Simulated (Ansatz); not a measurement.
Reaction (isomerisation): `CC1(F)[SiH2]S1` → `C=C(F)S[SiH3]`

Calculated with Ansatz (gas phase, PBE0-D4/def2-TZVP geometries, no zero-point term in ΔE). CBS: MP2 limit from def2 TZ/QZ plus the TZ coupled-cluster correction, frozen cores. DFT in def2-TZVPP. B3LYP here is the variant with VWN-RPA as its local correlation; programs differ in this. One conformer a species, not always the lowest.

```json
{"level": "PBE-D4", "ΔE (kJ/mol)": "23.5", "difference from CCSD(T)/CBS": "4.8"}
{"level": "r2SCAN-D4", "ΔE (kJ/mol)": "21.8", "difference from CCSD(T)/CBS": "3.1"}
{"level": "PBE0-D4", "ΔE (kJ/mol)": "26.0", "difference from CCSD(T)/CBS": "7.3"}
{"level": "B3LYP-D4", "ΔE (kJ/mol)": "6.4", "difference from CCSD(T)/CBS": "-12.3"}
{"level": "PBE0", "ΔE (kJ/mol)": "25.4", "difference from CCSD(T)/CBS": "6.7"}
{"level": "B3LYP", "ΔE (kJ/mol)": "5.0", "difference from CCSD(T)/CBS": "-13.7"}
{"level": "CCSD/def2-TZVPP", "ΔE (kJ/mol)": "11.6", "difference from CCSD(T)/CBS": "-7.1"}
{"level": "CCSD(T)/def2-TZVPP", "ΔE (kJ/mol)": "14.0", "difference from CCSD(T)/CBS": "-4.7"}
{"level": "HF/def2-QZVPP", "ΔE (kJ/mol)": "-10.9", "difference from CCSD(T)/CBS": "-29.6"}
{"level": "SCS-MP2/def2-QZVPP", "ΔE (kJ/mol)": "16.5", "difference from CCSD(T)/CBS": "-2.2"}
{"level": "CCSD(T)/CBS", "ΔE (kJ/mol)": "18.7", "difference from CCSD(T)/CBS": "0"}
```

Largest T1 diagnostic among the species: 0.013.

In def2-TZVPP, CCSD(T) changes the Hartree–Fock value by +24.9 kJ/mol (the triples alone add +2.3 kJ/mol) and MP2 by +34.4 kJ/mol.
